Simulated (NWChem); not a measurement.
Species: C2H4ClFSi; SMILES C=C(F)[SiH2]Cl

```xyz
9

C     -1.5748     1.2340     0.0000
C     -0.2447     1.2149     0.0000
F      0.4557     2.3666     0.0000
Si     0.8879    -0.2886     0.0000
Cl    -0.2849    -1.9917     0.0000
H     -2.1274     0.2932     0.0000
H     -2.1262     2.1785     0.0000
H      1.7412    -0.2822    -1.2186
H      1.7412    -0.2822     1.2186
```
Atoms are numbered in this order, from 1.

Computed with NWChem. Structure relaxed at the PBE0/def2-SVP level.

Task: Estimate the computed values for TPSSh/def2-TZVP. Quantities: highest occupied level (eV); orbital gap (eV); dipole (D).

Result: 
| Property | Value |
|---|---|
| highest occupied level (eV) | -7.25 |
| orbital gap (eV) | 6.21 |
| dipole (D) | 0.30 |
